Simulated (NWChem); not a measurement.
System: C$_{4}$H$_{8}$; SMILES C=CCC

The following NWChem deck was run.

```
start job
memory heap 200 mb stack 900 mb global 1100 mb
geometry units angstroms noautosym nocenter noautoz
  C      0.047291     1.864571    -0.275826
  C      0.196102     0.721484     0.395690
  C     -0.574644    -0.538954     0.153948
  C      0.316020    -1.723280    -0.210069
  H     -0.689736     1.962364    -1.080188
  H      0.651865     2.746154    -0.046652
  H      0.952397     0.674208     1.191484
  H     -1.144756    -0.788168     1.067671
  H     -1.320433    -0.366463    -0.639684
  H      0.880240    -1.525965    -1.134634
  H     -0.277738    -2.637219    -0.364104
  H      1.049002    -1.933931     0.585194
end
basis spherical
  * library def2-svp
end
dft
  xc pbe0
  iterations 150
end
cosmo
  dielec 25.0
end
task dft energy
```

Excerpt of the output:

```
             Northwest Computational Chemistry Package (NWChem) 7.3.0
             --------------------------------------------------------

                             Geometry "geometry" -> ""
                             -------------------------

 Output coordinates in angstroms (scale by  1.889725989 to convert to a.u.)

  No.       Tag          Charge          X              Y              Z
 ---- ---------------- ---------- -------------- -------------- --------------
    1 C                    6.0000     0.04729100     1.86457100    -0.27582600
    2 C                    6.0000     0.19610200     0.72148400     0.39569000
    3 C                    6.0000    -0.57464400    -0.53895400     0.15394800
    4 C                    6.0000     0.31602000    -1.72328000    -0.21006900
    5 H                    1.0000    -0.68973600     1.96236400    -1.08018800
    6 H                    1.0000     0.65186500     2.74615400    -0.04665200
    7 H                    1.0000     0.95239700     0.67420800     1.19148400
    8 H                    1.0000    -1.14475600    -0.78816800     1.06767100
    9 H                    1.0000    -1.32043300    -0.36646300    -0.63968400
   10 H                    1.0000     0.88024000    -1.52596500    -1.13463400
   11 H                    1.0000    -0.27773800    -2.63721900    -0.36410400
   12 H                    1.0000     1.04900200    -1.93393100     0.58519400

 Effective nuclear repulsion energy (a.u.)     116.9051687205

                                 NWChem DFT Module
                                 -----------------

 Summary of "ao basis" -> "ao basis" (spherical)
 ------------------------------------------------------------------------------
       Tag                 Description            Shells   Functions and Types
 ---------------- ------------------------------  ------  ---------------------
 C                          def2-svp                 6       14   3s2p1d
 H                          def2-svp                 3        5   2s1p

 in cosmo_initialize ...

 solvent parameters
 solvname_short: unkn
 solvname_long:  unknown
 dielec:       25.0000

          ---------------
          -cosmo- solvent
          ---------------
 Cosmo: York-Karplus, doi: 10.1021/jp992097l
 dielectric constant -eps-     =  25.00
 screen = (eps-1)/(eps    )    =   0.96000
 surface charge correction     = lagrangian

   van der Waals surface
 --------------------------

[...]

                                   COSMO solvation results
                                   -----------------------

                 gas phase energy =      -156.906100451202
                 sol phase energy =      -156.908360895256
 (electrostatic) solvation energy =         0.002260444054 (    1.42 kcal/mol)

                       DFT Final Molecular Orbital Analysis
                       ------------------------------------

 Vector   14  Occ=2.000000D+00  E=-3.493617D-01
              MO Center= -1.2D-01, -8.0D-01, -4.1D-02, r^2= 3.1D+00
   Bfn.  Coefficient  Atom+Function         Bfn.  Coefficient  Atom+Function
  ----- ------------  ---------------      ----- ------------  ---------------
    34      0.247856   3 C  pz               72      0.240423   8 H  s
    82      0.235167  10 H  s                48     -0.223335   4 C  pz
    77     -0.221550   9 H  s                33     -0.197574   3 C  py
    92     -0.191769  12 H  s                47      0.190594   4 C  py
    19      0.153326   2 C  py                5     -0.130125   1 C  py

 Vector   15  Occ=2.000000D+00  E=-3.427213D-01
              MO Center= -3.5D-02,  9.3D-02,  7.2D-02, r^2= 3.7D+00
   Bfn.  Coefficient  Atom+Function         Bfn.  Coefficient  Atom+Function
  ----- ------------  ---------------      ----- ------------  ---------------
    67      0.237412   7 H  s                32     -0.225728   3 C  px
    18      0.219947   2 C  px               77      0.210143   9 H  s
    87     -0.173294  11 H  s                57      0.171491   5 H  s
    62     -0.171685   6 H  s                33     -0.158409   3 C  py
    19      0.152964   2 C  py               46      0.151390   4 C  px

 Vector   16  Occ=2.000000D+00  E=-2.741570D-01
              MO Center=  4.9D-02,  1.1D+00,  4.8D-02, r^2= 2.2D+00
   Bfn.  Coefficient  Atom+Function         Bfn.  Coefficient  Atom+Function
  ----- ------------  ---------------      ----- ------------  ---------------
     4      0.277002   1 C  px                6     -0.267058   1 C  pz
    18      0.246999   2 C  px               20     -0.244970   2 C  pz
     7      0.205066   1 C  px                9     -0.192844   1 C  pz
    23     -0.174190   2 C  pz               21      0.168459   2 C  px
    72      0.145047   8 H  s                 5     -0.123478   1 C  py

 Vector   17  Occ=0.000000D+00  E= 1.607144D-02
              MO Center=  7.7D-02,  1.1D+00,  6.5D-02, r^2= 2.9D+00
   Bfn.  Coefficient  Atom+Function         Bfn.  Coefficient  Atom+Function
  ----- ------------  ---------------      ----- ------------  ---------------
    23      0.449157   2 C  pz                9     -0.431980   1 C  pz
     7      0.420380   1 C  px               21     -0.391726   2 C  px
    45      0.357885   4 C  s                88     -0.291947  11 H  s
    18     -0.287709   2 C  px               20      0.286029   2 C  pz
     4      0.272148   1 C  px                6     -0.263647   1 C  pz

 Vector   18  Occ=0.000000D+00  E= 8.330739D-02
              MO Center=  2.9D-02, -8.7D-01,  2.6D-01, r^2= 6.9D+00
   Bfn.  Coefficient  Atom+Function         Bfn.  Coefficient  Atom+Function
  ----- ------------  ---------------      ----- ------------  ---------------
    45      1.534698   4 C  s                31      1.517695   3 C  s
    73     -0.907757   8 H  s                93     -0.845131  12 H  s
    83     -0.749846  10 H  s                88     -0.733208  11 H  s
    78     -0.713202   9 H  s                68     -0.699391   7 H  s
    21      0.496583   2 C  px               35     -0.405644   3 C  px

[...]
```

Level: PBE0/def2-SVP, COSMO on the gas-phase geometry. The geometry was optimised at PBE0/def2-SVP. COSMO prints the solvation energy as gas minus solution, so a positive value is a stabilisation.
